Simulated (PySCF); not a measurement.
Input file for PySCF: R-M06-2X/def2-TZVPPD on C2H4 (SMILES C=C).

```python
from pyscf import gto, dft

mol = gto.M(
    atom='''
    C    -0.25090016    0.35264647   -0.24717790
    C     0.45170415   -0.72773257    0.05810753
    H    -0.45368096    0.62767417   -1.27524542
    H    -0.65277910    1.00820088    0.51588337
    H     0.65674199   -1.00549288    1.08491109
    H     0.85248910   -1.38091258   -0.70766871
    ''',
    basis='def2-tzvppd',
    charge=0, spin=0, verbose=4, max_memory=1800)
mf = dft.RKS(mol, xc='m062x').density_fit(auxbasis='def2-universal-jkfit')
mf.grids.level = 4
mf.conv_tol = 1e-9
mf.max_cycle = 150
mf.kernel()
mf.dip_moment()
```

The log:

```
PySCF version 2.14.0

[INPUT] verbose = 4
[INPUT] num. atoms = 6
[INPUT] num. electrons = 16
[INPUT] charge = 0
[INPUT] spin (= nelec alpha-beta = 2S) = 0
[INPUT] symmetry False subgroup None
[INPUT] Mole.unit = angstrom
[INPUT] Symbol           X                Y                Z      unit          X                Y                Z       unit  Magmom
[INPUT]  1 C     -0.250900160000   0.352646470000  -0.247177900000 AA   -0.474132587010   0.666405247095  -0.467098535045 Bohr   0.0
[INPUT]  2 C      0.451704150000  -0.727732570000   0.058107530000 AA    0.853597132829  -1.375215249226   0.109807317475 Bohr   0.0
[INPUT]  3 H     -0.453680960000   0.627674170000  -1.275245420000 AA   -0.857332762330   1.186132276764  -2.409864585406 Bohr   0.0
[INPUT]  4 H     -0.652779100000   1.008200880000   0.515883370000 AA   -1.233573718840   1.905223541745   0.974878281518 Bohr   0.0
[INPUT]  5 H      0.656741990000  -1.005492880000   1.084911090000 AA    1.241062495602  -1.900106163400   2.050184829603 Bohr   0.0
[INPUT]  6 H      0.852489100000  -1.380912580000  -0.707668710000 AA    1.610970923177  -2.609546578167  -1.337300048824 Bohr   0.0

nuclear repulsion = 33.4832616086111
number of shells = 54
number of NR pGTOs = 180
number of NR cGTOs = 142
basis = def2-tzvppd
ecp = {}


******** <class 'pyscf.df.df_jk.DFRKS'> ********
method = DFRKS
initial guess = minao
damping factor = 0
level_shift factor = 0
DIIS = <class 'pyscf.scf.diis.CDIIS'>
diis_start_cycle = 1
diis_space = 8
diis_damp = 0
SCF conv_tol = 1e-09
SCF conv_tol_grad = None
SCF max_cycles = 150
direct_scf = False
XC library pyscf.dft.libxc version 7.1.2
    S. Lehtola, C. Steigemann, M. J. T. Oliveira, and M. A. L. Marques,  SoftwareX 7, 1–5 (2018)
XC functionals = m062x
    Y. Zhao and D. G. Truhlar,  Theor. Chem. Acc. 120, 215 (2008)
    Y. Zhao and D. G. Truhlar,  Theor. Chem. Acc. 120, 215 (2008)
radial grids:
    Treutler-Ahlrichs [JCP 102, 346 (1995); DOI:10.1063/1.469408] (M4) radial grids

becke partition: Becke, JCP 88, 2547 (1988); DOI:10.1063/1.454033
pruning grids: <function nwchem_prune>
grids dens level: 4
symmetrized grids: False
atomic radii adjust function: <function treutler_atomic_radii_adjust>
small_rho_cutoff = 0
Set gradient conv threshold to 3.16228e-05
Initial guess from minao.
tot grids = 120048
******** <class 'pyscf.df.df.DF'> ********
auxbasis = def2-universal-jkfit
init E= -78.6398005823925
  HOMO = -0.320939038733417  LUMO = -0.0471025674552941  gap/eV = 7.45147
cycle= 1 E= -78.5614811202095  delta_E= 0.0783  |g|= 0.218  |ddm|= 1.57
  HOMO = -0.300348090897874  LUMO = 0.031744521547991  gap/eV = 9.03670
cycle= 2 E= -78.5677904012777  delta_E= -0.00631  |g|= 0.151  |ddm|= 0.364
  HOMO = -0.340925498319372  LUMO = 0.0288773977591921  gap/eV = 10.06285
cycle= 3 E= -78.5735535534968  delta_E= -0.00576  |g|= 0.018  |ddm|= 0.105
  HOMO = -0.33658539151666  LUMO = 0.029248096070893  gap/eV = 9.95484
cycle= 4 E= -78.5736382782792  delta_E= -8.47e-05  |g|= 0.00132  |ddm|= 0.0181
  HOMO = -0.336486765908852  LUMO = 0.0292278672865911  gap/eV = 9.95160
cycle= 5 E= -78.5736387532368  delta_E= -4.75e-07  |g|= 0.000205  |ddm|= 0.00285
  HOMO = -0.336450878097732  LUMO = 0.0292275576655398  gap/eV = 9.95062
cycle= 6 E= -78.5736387673896  delta_E= -1.42e-08  |g|= 2.27e-05  |ddm|= 0.000305
  HOMO = -0.336453136208636  LUMO = 0.0292269997453229  gap/eV = 9.95066
cycle= 7 E= -78.5736387677219  delta_E= -3.32e-10  |g|= 2.67e-06  |ddm|= 6.85e-05
  HOMO = -0.336453133285964  LUMO = 0.0292269899313099  gap/eV = 9.95066
Extra cycle  E= -78.5736387677261  delta_E= -4.23e-12  |g|= 7.43e-07  |ddm|= 7.55e-06
converged SCF energy = -78.5736387677261
Dipole moment(X, Y, Z, Debye):  0.00052,  0.00030, -0.00012
```

The run converged.

Cost: very roughly 9 core-seconds.
